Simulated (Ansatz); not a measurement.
Reactions of `O[Si](O)(F)F`.

Calculated with Ansatz (gas phase, PBE0-D4/def2-TZVP geometries, no zero-point term in ΔE). CCSD(T)/CBS adds triple-zeta CCSD(T) − MP2 to the extrapolated MP2 energy (def2 sets, frozen cores). This one scheme is used for every species. Open shells (•) are unrestricted, without spin–orbit coupling. def2 core potentials past Kr. For I outer-core shells are correlated without core-valence functions, which leaves a few kJ/mol of doubt a bond. Each species was taken in one conformer, which may not be the lowest.

**Question.** Order these by ΔE at CCSD(T)/CBS, lowest first. (Estimate.)
A. `O[Si](O)(F)F` + `C=C` → `C=C[Si](O)(O)F` + H–F
B. `O[Si](O)(F)F` + `CCl` → `O[Si](F)(F)CCl` + H₂O
C. `O[Si](O)(F)F` + CH₄ → `C[Si](O)(F)F` + H₂O
D. `O[Si](O)(F)F` + H₂ → `O[SiH](O)F` + H–F
E. `O[Si](O)(F)F` + `ClCI` → `O[Si](F)(F)CCl` + `OI`
F. `O[Si](O)(F)F` + `[CH3]`• → `[O][Si](O)(F)F`• + CH₄
G. `O[Si](O)(F)F` + `[NH2][Al]([SH])[SH]` → `N[Si](O)(O)F` + `[F][Al]([SH])[SH]`

**Answer.** G (-12.3 kJ/mol), F (+81.4 kJ/mol), C (+101.7 kJ/mol), B (+114.4 kJ/mol), D (+132.1 kJ/mol), A (+143.7 kJ/mol), E (+209.5 kJ/mol).

Largest T1 diagnostic: 0.014, for `[O][Si](O)(F)F`•.
